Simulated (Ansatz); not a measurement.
Ansatz (a quantum-chemistry and plane-wave program) input:

Ansatz 0.2 input:
```yaml
crystal:
  periodic: [false, false, false]
  atoms:
    - {symbol: C, position_ang: [2.84214717, 0.33780491, 0.55367020]}
    - {symbol: C, position_ang: [1.51447254, 0.73552843, -0.08233394]}
    - {symbol: C, position_ang: [0.56585558, -0.46021559, -0.25395372]}
    - {symbol: C, position_ang: [-0.71812099, -0.10937590, -0.87099851]}
    - {symbol: C, position_ang: [-1.99690962, -0.05272346, -0.60275833]}
    - {symbol: C, position_ang: [-2.63852715, -0.43867608, 0.71143765]}
    - {symbol: H, position_ang: [3.50103613, 1.20030562, 0.66657128]}
    - {symbol: H, position_ang: [2.69090078, -0.09754600, 1.54450717]}
    - {symbol: H, position_ang: [3.36484245, -0.40301356, -0.05628063]}
    - {symbol: H, position_ang: [1.01758411, 1.49449296, 0.52730451]}
    - {symbol: H, position_ang: [1.68829970, 1.19111952, -1.06020557]}
    - {symbol: H, position_ang: [0.38333392, -0.91910422, 0.73136598]}
    - {symbol: H, position_ang: [1.06506807, -1.22988298, -0.85341805]}
    - {symbol: H, position_ang: [-2.68283456, 0.29717892, -1.37329199]}
    - {symbol: H, position_ang: [-1.89970165, -0.77838840, 1.43685697]}
    - {symbol: H, position_ang: [-3.17483869, 0.41105515, 1.14204598]}
    - {symbol: H, position_ang: [-3.36719558, -1.24027097, 0.56416405]}
basis:
  gaussian:
    orbitals: def2-TZVPD
hamiltonian:
  xc: {name: LC-wPBE}
magnetization: {spin_polarized: true, initial_magnetization: 1}
output: {forces: true}
```

### Question
Which total energy does the run end on?

### Answer
-235.09938 Eh (LC-wPBE/def2-TZVPD). The basis has 321 functions.

It need not be the lowest isomer of its formula.
